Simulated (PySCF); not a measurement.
Compound: C₅H₆Cl₂O.
Geometry (GFN2-xTB, Å), atoms numbered from 1 in this order:
```xyz
14
C5H6Cl2O angstrom
Cl     2.5377   -1.0708   -1.1980
C      1.8784   -0.1459    0.1823
Cl     2.6034    1.4879    0.1851
C      0.4072   -0.0566    0.0856
C     -0.4953   -0.5028    0.9502
C     -1.8668   -0.1961    0.4449
O     -1.6785    0.4683   -0.7944
C     -0.2954    0.5900   -1.0768
H      2.2044   -0.6476    1.0951
H     -0.3236   -1.0101    1.8803
H     -2.4588   -1.1088    0.2886
H     -2.4213    0.4565    1.1341
H     -0.0278    1.6506   -1.1750
H     -0.0644    0.0846   -2.0241
```

The closed-shell SCF was solved with PySCF and density fitting under several settings on one GFN2-xTB geometry (grid level 2 and gas phase unless stated).

```tsv
settings	basis functions	SCF cycles	E (Eh)	HOMO (eV)	LUMO (eV)	dipole (D)
B3LYP/def2-SVPD	225	14	-1189.2977	-6.99	-1.14	2.50
PBE0/STO-3G, IEF-PCM chloroform, fitting basis def2-qzvpp-jkfit, start guess sap	54	21	-1175.7856	-4.11	1.78	3.19
```

**Question.** Estimate the rows for these settings: (1) PBE0/ANO-RCC-VDZP, energy threshold 1e-06 Eh; (2) OPBE/def2-SVPD.

**Answer.** 
| settings | basis functions | SCF cycles | E (Eh) | HOMO (eV) | LUMO (eV) | dipole (D) |
| --- | --- | --- | --- | --- | --- | --- |
| PBE0/ANO-RCC-VDZP, energy threshold 1e-06 Eh | 150 | 8 | -1188.4685 | -7.12 | -0.75 | 2.55 |
| OPBE/def2-SVPD | 225 | 16 | -1189.1161 | -5.78 | -1.89 | 2.43 |

**Question.** Over all rows, what range does the HOMO–LUMO gap span?

**Answer.** From 3.89 eV (OPBE/def2-SVPD) to 6.37 eV (PBE0/ANO-RCC-VDZP, energy threshold 1e-06 Eh). The functional of the narrowest has no exact exchange, that of the widest 25 % exact exchange.

**Question.** And the dipole moment?

**Answer.** From 2.43 D (OPBE/def2-SVPD) to 3.19 D (PBE0/STO-3G, IEF-PCM chloroform, fitting basis def2-qzvpp-jkfit, start guess sap); the largest is 1.31 times the smallest, and the median is 2.52 D.

Cycle counts include a coarse-grid stage where the run had one. ANO-RCC sets were contracted for a scalar-relativistic Hamiltonian, but ran non-relativistically here. Geometry: GFN2-xTB, one conformer.
